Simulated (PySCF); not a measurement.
Species: H6N2OSi2.
SMILES with atom numbers: `[OH:1][SiH:2]1[NH:3][SiH2:4][NH:5]1`

NICS = −σ at a ghost point: NICS(0) at the centroid of the ring atoms, NICS(1) 1 Å to either side along the normal of their mean plane, zz for the tensor component along that normal. Level: GIAO PBE0/pcSseg-1 (PySCF, non-relativistic, gas phase) on the GFN2-xTB geometry, one conformer.

Ring bond lengths (Å), with Mayer bond orders in brackets: Si2–N3 1.742 (0.93), N3–Si4 1.739 (0.97), Si4–N5 1.739 (0.97), N5–Si2 1.742 (0.93).

What do the NICS probes read (ppm)?

```tsv
ring	type	NICS(0)	NICS(1), two faces	NICS(1)zz, two faces	rms pucker (Å)	centre to ring atoms, mean (Å)
Si2–N3–Si4–N5	4-membered ring with 2 N and 2 Si; formal bonds all single	-9.2	-2.1 / -2.6	0.1 / -1.7	0.06	1.23
```

What do they say, and how far can they be read as aromaticity?

- Si2–N3–Si4–N5: mean NICS(1)zz -0.8 ppm, near zero. Si2, Si4 have four or more neighbours, so the value isn't read as a sign of a π ring current. NICS(0) lies 7 ppm below the mean NICS(1).

At the first NICS(1) probe listed for ring Si2–N3–Si4–N5, 1 Å off the ring, how large is the induced field along the normal in 11.7 T applied along it?

NICSzz × B0 = 0.1 ppm × 11.7 T = 1 μT, along the applied field.

On an Arm Neoverse N1 with one thread (shared host), this took 24 s (grids of density and orbitals included). This is the whole shielding run at PBE0/pcSseg-1, SCF included.

Conformer computed: `[OH:1][SiH:2]1[NH:3][SiH2:4][NH:5]1`: H–O1–Si2–N3 48°.
